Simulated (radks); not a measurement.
Spherical quantum dot in the effective-mass picture: electrons in a hard-walled sphere of radius 9.4, with a point charge +1 (a donor) at the centre, all in effective atomic units (hartree* = m*/eps^2 hartree, bohr* = eps/m* bohr), one dielectric constant everywhere. Calculated with a radial shooting solver with Libxc functionals: non-relativistic Kohn-Sham, exchange-only LDA, spin-polarised, spherical densities. Levels are named by radial order and angular momentum (1s, 1p, 1d, 2s, ...), and open shells are averaged over m. Results are scaled to m* = 0.504 and eps = 10.6, for which hartree* = 122.1 meV and bohr* = 1.113 nm.

N = 18, configuration 1s2 1p6 1d(up 5, down 4) 2s(up 1, down 0). This is the lowest configuration that the search found. Occupied and some empty levels:

level,occupation,eigenvalue (meV),<r> (nm)
1s up,1,270.10,5.392
1s down,1,272.55,7.644
1p up,3,274.48,7.764
2s up,1,274.82,4.190
1p down,3,275.46,7.780
1d up,5,279.90,7.903
1d down,4,280.86,7.906
1f up,0,287.61,8.027
1f down,0,288.55,8.028
1g up,0,297.45,8.140
1g down,0,298.39,8.141
2s down,0,298.84,3.517
2p up,0,311.26,5.082
2p down,0,314.94,5.473

Energy (meV): total 2426.81, kinetic 498.19, external -419.69, Hartree 2671.0, exchange-correlation -322.68.

Electron density:

r (nm),n(r) (e/nm^3)
0.569,0.07604
1.09,0.03014
1.61,0.01228
2.13,0.005199
2.65,0.002360
3.17,0.001272
3.69,0.0009566
4.21,0.001046
4.73,0.001418
5.25,0.002052
5.77,0.002955
6.29,0.004095
6.81,0.005359
7.33,0.006488
7.85,0.007066
8.37,0.006657
8.89,0.005089
9.41,0.002800
9.93,0.0007862
10.5,1.704e-06
